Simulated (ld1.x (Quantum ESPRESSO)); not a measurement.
What one change does to a pseudopotential (Mg, ultrasoft)

Mg (Z = 12), ultrasoft, made with ld1.x (Quantum ESPRESSO) 7.5 (LDA (PZ), scalar-relativistic). Core [Ne], reference 3s2 3p0. Waves: 3s (bound): rcut 2.05, rcutus 2.60 bohr; 3s channel at 1.25 Ry: rcut 2.05, rcutus 2.60 bohr; 3p (bound, empty): rcut 2.40, rcutus 2.65 bohr; 3p channel at 2.75 Ry: rcut 2.40, rcutus 2.65 bohr. Local part: all-electron potential smoothed inside 2.00 bohr (lloc = -1). Core correction: Bessel-smoothed model core inside 1.60 bohr. Augmentation charge: PSQ, inside the norm-conserving radii.

Change: all radii but the core radius scaled by about 0.94 (s 2.44, p 2.48 bohr, rcut 1.92/2.24); local potential all-electron potential smoothed inside 1.88 bohr (lloc = -1).

Cutoffs: the cutoffs (Ry, on a coarse ladder) from which the occupation-weighted sum of valence levels, in a spherical-Bessel basis at the reference potential, stays within 10 and 1 mRy of its value at 400 Ry; they do not see the model core or the augmentation charge, which bear on the density cutoff. Errors are all-electron minus pseudo energies relative to the spin-unpolarised reference configuration.

Problem. Predict the effect on cutoff, ghosts and configuration errors.

Solution. Both files are so soft that the ladder of cutoffs tells neither apart; of the 7 tests that both files solve, the error grows in 3 and shrinks in 0 by more than 15 % and 0.3 meV (median size 3.2 → 4.5 meV); neither file shows a bound ghost. That the errors move this way runs against the usual rule that smaller radii transfer better.

```tsv
quantity	base	changed
cutoff, loose	6 Ry	6 Ry
cutoff, tight	6 Ry	6 Ry
bound ghosts	none	none
error for 3s1 3p0, meV [ΔE 8.07 eV]	-4.0	-4.5
error for 3s1.5 3p0, meV [ΔE 3.19 eV]	-0.7	-0.7
error for 3s1 3p1, meV [ΔE 3.52 eV]	-0.9	-1.5
error for 3s0 3p2, meV [ΔE 7.27 eV]	-3.2	-5.7
error for 3s0 3p1, meV [ΔE 12.47 eV]	-9.3	-12
error for 3s1 3p0 (spin-polarised), meV [ΔE 7.75 eV]	-6.4	-7.1
error for 3s1.5 3p0 (spin-polarised), meV [ΔE 3.14 eV]	-0.8	-1.0
lowest overlap eigenvalue by channel	s 0.46, p 0.76	s 0.44, p 0.75
```
